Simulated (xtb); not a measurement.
FH₁₂N₃Si₄, SMILES F[Si](N[SiH3])(N[SiH3])N[SiH3]. All values are semi-empirical tight-binding results from xtb (GFN2-xTB unless named), good for trends rather than for accurate numbers. Geometry optimised at GFN2-xTB. Other conformers were not sampled.

The orbital gap is 5.28 eV and the dipole moment is 1.23 D. The zero-point energy is 76.5 kcal/mol and the G − E(el) at 298.15 K (modified RRHO) is 49.4 kcal/mol. The static polarisability (D4 model) is 144.0 bohr³. The solvation energy, GFN2-xTB/ALPB(water) comes out as -0.4 kcal/mol and the solvation energy, GFN2-xTB/ALPB(dmso) is -6.7 kcal/mol.
